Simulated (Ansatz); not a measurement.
## Molecular dynamics of ClF₃H₄O₃W

Input file:

```yaml
crystal:
  periodic: [false, false, false]
  atoms:
    - { symbol: W, position_ang: [0.292173, 0.122895, -0.081675] }
    - { symbol: Cl, position_ang: [-0.453276, -0.48812, 2.930436] }
    - { symbol: F, position_ang: [2.041966, -0.063387, 0.454857] }
    - { symbol: F, position_ang: [0.735762, 1.7679, -0.841994] }
    - { symbol: O, position_ang: [-1.445249, 0.510727, 0.256644] }
    - { symbol: H, position_ang: [-1.917481, 0.457524, 1.087023] }
    - { symbol: O, position_ang: [0.121056, -1.675985, 0.006988] }
    - { symbol: H, position_ang: [0.252083, -2.466463, -0.499165] }
    - { symbol: O, position_ang: [0.242916, -0.248061, -1.903376] }
    - { symbol: H, position_ang: [0.389643, 0.488068, -2.487312] }
    - { symbol: F, position_ang: [0.522938, 1.520507, 1.581527] }
    - { symbol: H, position_ang: [0.214167, 0.930297, 2.368847] }
basis:
  gaussian: { orbitals: def2-SVP }
hamiltonian:
  xc: hf
md:
  timestep: 0.5
  n_steps: 200
  ensemble: nve
  temperature: 100.0
  initial_velocities: maxwell_boltzmann
  seed: 9665
```

Run as:

```bash
$ ansatz run input.yaml --threads 4 --pin off --max-ram 5120MiB --backend cpu --events-out ev --progress --plain --runs-dir out
```

It starts at the highest image of a converged band, a first-order saddle point between two minima.

Output, in part (one step line in 7, the closing report, with atoms numbered from 0):

```
md step     0: t =     0.00 fs  T =   100.0 K  F+E_penalty+E_count = -28590.49809600 eV  E_kin = 0.129260 eV  conserved = -28590.36883600 eV  (45 SCF iters)
md step     7: t =     3.50 fs  T =    82.6 K  F+E_penalty+E_count = -28590.47555254 eV  E_kin = 0.106792 eV  conserved = -28590.36876014 eV  (45 SCF iters)
md step    14: t =     7.00 fs  T =    55.1 K  F+E_penalty+E_count = -28590.43982975 eV  E_kin = 0.071182 eV  conserved = -28590.36864818 eV  (45 SCF iters)
md step    21: t =    10.50 fs  T =    50.7 K  F+E_penalty+E_count = -28590.43418859 eV  E_kin = 0.065577 eV  conserved = -28590.36861129 eV  (45 SCF iters)
md step    28: t =    14.00 fs  T =    64.9 K  F+E_penalty+E_count = -28590.45254559 eV  E_kin = 0.083904 eV  conserved = -28590.36864160 eV  (45 SCF iters)
md step    35: t =    17.50 fs  T =    72.0 K  F+E_penalty+E_count = -28590.46181707 eV  E_kin = 0.093107 eV  conserved = -28590.36871028 eV  (45 SCF iters)
md step    42: t =    21.00 fs  T =    57.4 K  F+E_penalty+E_count = -28590.44288032 eV  E_kin = 0.074161 eV  conserved = -28590.36871932 eV  (45 SCF iters)
md step    49: t =    24.50 fs  T =    45.7 K  F+E_penalty+E_count = -28590.42780311 eV  E_kin = 0.059067 eV  conserved = -28590.36873601 eV  (44 SCF iters)
md step    56: t =    28.00 fs  T =    49.2 K  F+E_penalty+E_count = -28590.43229021 eV  E_kin = 0.063551 eV  conserved = -28590.36873945 eV  (45 SCF iters)
md step    63: t =    31.50 fs  T =    63.2 K  F+E_penalty+E_count = -28590.45039985 eV  E_kin = 0.081656 eV  conserved = -28590.36874373 eV  (44 SCF iters)
md step    70: t =    35.00 fs  T =    70.6 K  F+E_penalty+E_count = -28590.45991936 eV  E_kin = 0.091244 eV  conserved = -28590.36867569 eV  (44 SCF iters)
md step    77: t =    38.50 fs  T =    72.7 K  F+E_penalty+E_count = -28590.46256684 eV  E_kin = 0.093993 eV  conserved = -28590.36857361 eV  (44 SCF iters)
md step    84: t =    42.00 fs  T =   104.2 K  F+E_penalty+E_count = -28590.50318667 eV  E_kin = 0.134646 eV  conserved = -28590.36854026 eV  (44 SCF iters)
md step    91: t =    45.50 fs  T =   180.7 K  F+E_penalty+E_count = -28590.60244844 eV  E_kin = 0.233520 eV  conserved = -28590.36892816 eV  (44 SCF iters)
md step    98: t =    49.00 fs  T =   243.0 K  F+E_penalty+E_count = -28590.68259916 eV  E_kin = 0.314157 eV  conserved = -28590.36844209 eV  (43 SCF iters)
md step   105: t =    52.50 fs  T =   391.4 K  F+E_penalty+E_count = -28590.87500723 eV  E_kin = 0.505864 eV  conserved = -28590.36914301 eV  (43 SCF iters)
md step   112: t =    56.00 fs  T =   505.8 K  F+E_penalty+E_count = -28591.02262528 eV  E_kin = 0.653794 eV  conserved = -28590.36883093 eV  (43 SCF iters)
md step   119: t =    59.50 fs  T =   625.0 K  F+E_penalty+E_count = -28591.17658267 eV  E_kin = 0.807895 eV  conserved = -28590.36868751 eV  (43 SCF iters)
md step   126: t =    63.00 fs  T =   727.3 K  F+E_penalty+E_count = -28591.30993285 eV  E_kin = 0.940143 eV  conserved = -28590.36979000 eV  (43 SCF iters)
md step   133: t =    66.50 fs  T =   670.0 K  F+E_penalty+E_count = -28591.23484333 eV  E_kin = 0.866053 eV  conserved = -28590.36879025 eV  (43 SCF iters)
md step   140: t =    70.00 fs  T =   611.6 K  F+E_penalty+E_count = -28591.15920953 eV  E_kin = 0.790597 eV  conserved = -28590.36861266 eV  (42 SCF iters)
md step   147: t =    73.50 fs  T =   633.6 K  F+E_penalty+E_count = -28591.18851927 eV  E_kin = 0.818979 eV  conserved = -28590.36954003 eV  (43 SCF iters)
md step   154: t =    77.00 fs  T =   686.9 K  F+E_penalty+E_count = -28591.25667899 eV  E_kin = 0.887916 eV  conserved = -28590.36876348 eV  (43 SCF iters)
md step   161: t =    80.50 fs  T =   797.7 K  F+E_penalty+E_count = -28591.40015295 eV  E_kin = 1.031047 eV  conserved = -28590.36910626 eV  (45 SCF iters)
md step   168: t =    84.00 fs  T =   843.4 K  F+E_penalty+E_count = -28591.46005177 eV  E_kin = 1.090136 eV  conserved = -28590.36991594 eV  (45 SCF iters)
md step   175: t =    87.50 fs  T =   765.3 K  F+E_penalty+E_count = -28591.35781466 eV  E_kin = 0.989169 eV  conserved = -28590.36864602 eV  (47 SCF iters)
md step   182: t =    91.00 fs  T =   750.3 K  F+E_penalty+E_count = -28591.33871445 eV  E_kin = 0.969866 eV  conserved = -28590.36884828 eV  (47 SCF iters)
md step   189: t =    94.50 fs  T =   786.2 K  F+E_penalty+E_count = -28591.38593236 eV  E_kin = 1.016242 eV  conserved = -28590.36968994 eV  (47 SCF iters)
md step   196: t =    98.00 fs  T =   773.0 K  F+E_penalty+E_count = -28591.36767293 eV  E_kin = 0.999125 eV  conserved = -28590.36854798 eV  (47 SCF iters)
md step   200: t =   100.00 fs  T =   835.7 K  F+E_penalty+E_count = -28591.44998240 eV  E_kin = 1.080176 eV  conserved = -28590.36980640 eV  (75 SCF iters)
Total energy: -28591.44998240 eV, -1050.7164068725 hartree
Atom 0 at     0.318301     0.198958    -0.158365 Å, force     0.076002     0.499948     1.572028 eV/Å
Atom 1 at    -0.631889    -0.693869     3.594241 Å, force    -0.067294    -0.190587     0.292259 eV/Å
Atom 2 at     2.104490    -0.218679     0.070665 Å, force     0.823826     0.495775     0.342392 eV/Å
Atom 3 at     0.802911     1.810739    -0.987257 Å, force     0.108177     0.220750     0.079882 eV/Å
Atom 4 at    -1.478697     0.413707    -0.027264 Å, force    -0.519523     0.580584     0.326384 eV/Å
Atom 5 at    -2.097113     0.812392     0.570744 Å, force    -0.058480    -0.090545     0.029225 eV/Å
Atom 6 at     0.142572    -1.578286     0.340394 Å, force    -0.094374     0.187785     0.188438 eV/Å
Atom 7 at     0.802446    -2.262074     0.396533 Å, force    -0.129762     0.225399    -0.010762 eV/Å
Atom 8 at     0.276792    -0.296788    -1.934344 Å, force     0.043307     0.267593    -0.352566 eV/Å
Atom 9 at     0.459096     0.392929    -2.569077 Å, force    -0.074815    -0.370108    -0.012547 eV/Å
Atom 10 at     0.439073     1.357450     1.467981 Å, force    -0.073601    -1.878479    -2.316857 eV/Å
Atom 11 at     0.078658    -0.215073     4.537797 Å, force    -0.033461     0.051886    -0.137876 eV/Å
Dipole moment:    -0.327710    -0.307346     0.050134 e Å
```

The run went to its last step. The conserved energy stayed within 0.09 meV per atom of its start (net change -0.081 meV per atom), so the integration is sound. The kinetic energy rose, since the run started high on the potential surface and went downhill. It ends in pieces (ClH + F3H3O3W), so much of that is their flight and rotation, not heat. A run of 0.1 ps of so small a system gives no equilibrium averages. The orbitals stay closed-shell, which can raise the energy where a bond breaks towards radicals; this wasn't checked here.

Between its relaxed ends the band would form W1–F11, Cl2–H12 and break W1–Cl2, F11–H12. These pairs go: W1–F11 2.18 → 2.00 Å, Cl2–H12 1.67 → 1.27 Å, W1–Cl2 3.16 → 3.97 Å, F11–H12 1.03 → 3.47 Å. In the last frame they stand as after the step (other bonds may differ from the relaxed reactants and products). It ends as ClH + F3H3O3W. Pairs count as bonded within 1.25 times the sum of covalent radii (0.12 Å more for H–H).

Last frame:

```xyz
12
Properties=species:S:1:pos:R:3
W 0.318 0.199 -0.158
Cl -0.632 -0.694 3.594
F 2.104 -0.219 0.071
F 0.803 1.811 -0.987
O -1.479 0.414 -0.027
H -2.097 0.812 0.571
O 0.143 -1.578 0.340
H 0.802 -2.262 0.397
O 0.277 -0.297 -1.934
H 0.459 0.393 -2.569
F 0.439 1.357 1.468
H 0.079 -0.215 4.538
```

Time of the run: 7.4 min on 4 threads of Arm Neoverse V1 (shared host), peak memory 0.48 GiB.
